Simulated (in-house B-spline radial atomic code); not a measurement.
## Ionising N VII (N6+) with different functionals

Computed with a radial B-spline atomic code at the basis-set limit: scalar-relativistic (spin-free X2C) Hamiltonian, Fermi nucleus of rms radius 2.5582 fm, spin-polarised at highest spin, spherical fractional occupations for the functionals, and exact exchange of hybrids averaged over the configuration. The ionisation energy is the difference of two self-consistent energies, 1s1 → bare nucleus, without Breit or QED terms; ε is the level of the shell that loses the electron (its least bound occupied spin orbital).

| method | rung | ΔSCF (eV) | -ε(1s) (eV) |
| --- | --- | --- | --- |
| B3LYP | global hybrid | ? | ? |
| TPSSh | global hybrid | 667.12 | 630.10 |
| wB97X | range-separated hybrid | ? | ? |
| CAM-B3LYP | range-separated hybrid | 666.22 | 633.45 |

Problem. What does B3LYP give?

Solution. ΔSCF 666.43 eV, and -ε(1s) = 631.58 eV.

Problem. What does wB97X give?

Solution. ΔSCF 668.26 eV, and -ε(1s) = 633.94 eV.

Problem. Among the functionals, which spreads more, the ΔSCF values or the orbital energies?

Solution. The orbital energies: ΔSCF values span about 2.04 eV and the orbital energies 3.85 eV.

Problem. How do they compare with the NIST value?

Solution. NIST lists 667.046 eV (tabulated theory, ground level to ground level). Errors run from -0.83 to +1.21 eV; TPSSh is closest (+0.08 eV), but part of that can be cancellation, since the calculations leave out Breit-QED terms.
